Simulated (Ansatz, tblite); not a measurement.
Adding an electron: the cluster NbTe₂⁺. Total charge 1; singlet. Geometry: r2SCAN-D4/def2-TZVP. Ansatz, gas phase; energy differences of separate SCF runs; the reduced species was run as a doublet alone.

```xyz
3

Nb   -0.971   -0.015   -0.173
Te    0.488   -1.949    0.242
Te    0.482    1.964   -0.068
```

In the def2 sets Nb, Te take a core potential; there is no spin–orbit coupling. The xTB rows come from tblite. The order of the spin states hangs on the level: the triplet lies 0.14 eV below the singlet at PBE0-D4/def2-TZVP, but 0.02 eV above it at PBE-D4/def2-TZVP. The structure comes from a short search, and lower isomers may exist.

| level | −HOMO (eV) | −LUMO (eV) | vertical EA (eV) | HOMO–LUMO gap (eV) | remarks |
| --- | --- | --- | --- | --- | --- |
| GFN1-xTB | 15.02 | 14.79 | 12.06 | 0.23 | – |
| GFN2-xTB | 18.20 | 17.96 | 13.61 | 0.24 | – |
| PBE-D4/def2-TZVP | 10.02 | 9.75 | 7.46 | 0.27 | – |
| r2SCAN-D4/def2-TZVP | 10.22 | 9.55 | 7.68 | 0.66 | spin-contaminated (⟨S²⟩ 0.86) (doublet) |
| PBE0-D4/def2-TZVP | 10.88 | 8.74 | 7.71 | 2.13 | spin-contaminated (⟨S²⟩ 0.88) (doublet) |

  Raw xTB energy differences between charge states are shifted by several eV; the methods need an empirical correction for them.
